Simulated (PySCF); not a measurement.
ClF2H3Si2, SMILES F[SiH](F)[SiH2]Cl. The structure is a stationary point at PBE-D3(BJ)/def2-SVP. This is a generated structure with no PubChem entry under its InChIKey; it may be hypothetical. One conformer was computed; it need not be the lowest.

Computed equilibrium geometry at PBE-D3(BJ)/def2-SVP (PySCF confirms it by a frequency run) as Cartesian coordinates in Å (one conformer of several):
```xyz
8

Si    -1.1870    -0.2208     0.3396
F     -1.9544    -1.6645     0.3402
F     -1.8362     0.6770    -0.8599
Si     1.0852    -0.5682    -0.1447
Cl     2.0014     1.2982     0.0608
H     -1.4690     0.4654     1.6405
H      1.7110    -1.5320     0.8231
H      1.2753    -1.0697    -1.5473
```
